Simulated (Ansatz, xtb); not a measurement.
## Isomers of AlClH6O2Si2 in order of energy

6 gas-phase structures of AlClH6O2Si2, from a drawn sample of its isomers (lower ones may exist). Each was relaxed with GFN2-xTB; where two conformers were screened, the lower at r2SCAN-D4/def2-SVP is listed:

A. `[SiH3][O][Al]([Cl])[O][SiH3]`, a singlet
B. `[SiH3][O][AlH][O][SiH2]Cl`, a singlet
C. `[AlH2][O][Si@H](Cl)O[SiH3]`, a singlet
D. a singlet given by its coordinates
E. `[AlH2][O][SiH2]O[SiH2]Cl`, a singlet
F. `[SiH3]O[SiH2][O][AlH][Cl]`, a singlet

D (Å):

```xyz
12

Al    1.3825   -1.4031   -0.5605
Cl    0.0526   -2.0392    1.1289
O     1.2780    0.2868   -0.2519
O    -0.2502    0.9016    1.7653
Si    0.7398    1.5451    0.5755
Si   -0.7546   -0.5021    2.3023
H     0.5680   -1.8669   -1.7942
H     2.7396   -2.0318   -0.1577
H    -0.1586    2.3571   -0.2274
H     1.8140    2.1837    1.3168
H    -2.1862   -0.6238    2.0875
H    -0.2020   -0.7569    3.6211
```

Close contacts (Å): Al1–Cl2 2.24, Al1–O3 1.72, Cl2–Si6 2.10, O3–Si5 1.60, O4–Si5 1.68, O4–Si6 1.59, Al1–H7 1.55, Al1–H8 1.55, Si5–H9 1.45, Si5–H10 1.45, Si6–H11 1.45, Si6–H12 1.45.

Q: Estimate their order in r2SCAN-D4/def2-SVP energy at these geometries, lowest first.

A: Calculated order at r2SCAN-D4/def2-SVP: A (0.0), F (39.2), B (55.4), C (102.5), D (105.0), E (109.6) kJ/mol. Less than 1 kcal/mol parts C and D, so the order within that pair means little.

Energies above the lowest of each column, in kJ/mol:

```csv
structure,GFN2-xTB,HF/STO-3G,r2SCAN-D4/def2-SVP
A,41.9,0.0,0.0
F,16.9,45.9,39.2
B,62.8,104.2,55.4
C,99.1,143.0,102.5
D,0.0,119.8,105.0
E,86.6,159.8,109.6
```

r2SCAN-D4/def2-SVP puts A lowest; GFN2-xTB picks D. Some further structures that were screened fall inside this span and aren't listed. Flexible structures stand in one conformer each, not always the lowest. Frequencies (GFN2-xTB) were run for F alone.

Over these structures GFN2-xTB departs from r2SCAN-D4/def2-SVP by 32.7 kJ/mol on average once a common shift is removed. A GFN2-xTB relaxation took about 0.43 s and the r2SCAN-D4/def2-SVP energy about 4.4 s on a shared host (Ansatz 0.2.0, xtb 6.7.1).
